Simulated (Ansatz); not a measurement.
Frontier orbitals of C$_{4}$HIO$_{3}$, SMILES `O=C1C=C(I)C(=O)O1`.

Cartesian coordinates in Å:
```
O 0.894 -2.390 0.191
C 0.395 -1.318 0.098
C 1.023 0.019 0.074
C 0.049 0.918 -0.045
I 0.132 2.954 -0.146
C -1.255 0.189 -0.102
O -2.353 0.619 -0.205
O -0.975 -1.150 -0.011
H 2.090 0.159 0.145
```

Total charge 0; spin multiplicity 1. Correlated methods include outer-core shells of I, which these sets cover unevenly. I takes the def2 core potential. The geometry is a stationary point of PBE0-D4/def2-TZVP. Basis def2-TZVPP, Ansatz.

A caution on the coupled-cluster cation, which keeps the state that its UHF reference found: spin contamination of the cation.

```csv
functional,HOMO (eV),LUMO (eV),gap (eV)
PBE,-7.11,-4.17,2.94
PBE0,-8.23,-3.35,4.88
HSE06 (plane-wave form),-7.85,-3.72,4.13
ωB97X-V,-10.40,-1.19,9.21
ωB97M-V,-10.28,-1.21,9.07
HF,-10.64,0.36,11.00
```

**Question.** What is the vertical ionisation energy at frozen-core CCSD(T)/def2-TZVPP? (An estimate is asked.)

**Answer.** Ansatz gave: 10.29 eV (T1 of the cation 0.029).

A quarter of exact exchange (PBE0) shifts PBE's HOMO by −1.12 eV and its LUMO by +0.82 eV; full exchange at long range (ωB97M-V) shifts them by −3.17 and +2.96 eV. The gap opens from 2.94 to 9.07 eV, since occupied levels lose self-interaction and empty ones feel all the electrons. −ε(HOMO) differs from that ionisation energy by −3.18 eV with PBE and −0.01 eV with ωB97M-V.
